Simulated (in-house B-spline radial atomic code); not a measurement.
Results of a calculation; reference values are marked as such.
Extrapolating the RPA correlation energy in partial waves: Pr5+

All-electron RPA on r2SCAN orbitals from a B-spline radial code for spherical atoms, scalar-relativistic (spin-free one-electron X2C), finite nucleus, configuration [Kr] 4d10 5s2 5p6. Spin-orbit coupling, left out, splits p levels strongly here. With empty states up to angular momentum L the sums are:

```tsv
L	E_c(L) (hartree)
4	-3.714606
5	-4.034068
6	-4.191199
7	-4.274976
```

For large l each further wave adds A/(l + 1/2)⁴, because the basis must build the cusp where two electrons meet.

(1) Estimate the limit from L = 6 and L = 7.

(2) How good is the estimate?

Answers

(1) Wave 7 adds -0.083777, against a sum of (l + 1/2)⁻⁴ of 3.16049e-04, so A = -265.08. The sum over l > 7 is ζ(4, 8.5) = 6.4602e-04, close to 1/(3 × 8³) = 6.5104e-04. The tail is -0.171245 and the limit -4.44622 hartree.

(2) A run to L = 11 sums to -4.37593 and extrapolates to -4.41339 hartree, 2.86 millihartree from the run before, so it has not settled and is itself too deep. The estimate differs from that by -32.83 millihartree, while the bare sum at L = 7 misses 138.4 millihartree (3.1 %).
